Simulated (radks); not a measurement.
Q: All-electron atom: the erbium ion Er2+ in [Kr] 4d10 4f12 5p6 5f2 (not the ground configuration). Method: Dirac Kohn-Sham, AM05, spin-unpolarised, spherical densities, point nucleus; open shells fill j = l - 1/2 first; computed with a radial shooting solver on a logarithmic mesh with Libxc functionals.

Spin-orbit splittings of the eigenvalues, e(l+1/2) - e(l-1/2), with zeta = 2 splitting/(2l+1) and mean radii in bohr:

shell  occ.  splitting (eV)  zeta (eV)  <r> j=l-1/2  <r> j=l+1/2
2p        6               ?          ?      0.07149      0.07877
3p        6           192.3      128.2       0.2147       0.2284
3d       10           42.08      16.83       0.2013       0.2055
4p        6           43.30      28.87       0.5178       0.5496
4d       10           7.860      3.144       0.5782       0.5895
4f       12           1.128     0.3224       0.7666       0.7788
5p        6           6.173      4.115        1.346        1.433
5d        0          0.6412     0.2565        1.931        1.969
5f        2         0.01980   0.005657        4.777        4.795
6p        0          0.9566     0.6377        3.424        3.611

Estimate the 2p splitting.

A: 915.8 eV (zeta = 610.5 eV).
